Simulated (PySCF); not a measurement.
HfF₂I₂, SMILES [F][Hf]([F])([I])[I], multiplicity 1. Heavy atoms are numbered as in [Hf:1]([F:2])([F:3])([I:4])[I:5].

The structure is a stationary point at B3LYP-D3(BJ)/def2-SVP. The multiplicity is an assumed one; no other spin state was optimised. The structure was generated by enumeration; whether it is a known compound was not checked. The def2 effective core potentials stand for the cores of Hf, I; spin–orbit coupling is left out.

All values below come from B3LYP/def2-TZVP (PySCF).

ESP charges are fitted to the potential on shells at 1.4 to 2.0 van der Waals radii. Atomic charges (e), one atom of each kind:

```json
[
 {"atom": "Hf1", "Mulliken": "1.37", "ESP fit": "0.68", "Löwdin": "0.17"},
 {"atom": "F2", "Mulliken": "-0.40", "ESP fit": "-0.22", "Löwdin": "-0.20"},
 {"atom": "I4", "Mulliken": "-0.29", "ESP fit": "-0.12", "Löwdin": "0.12"}
]
```
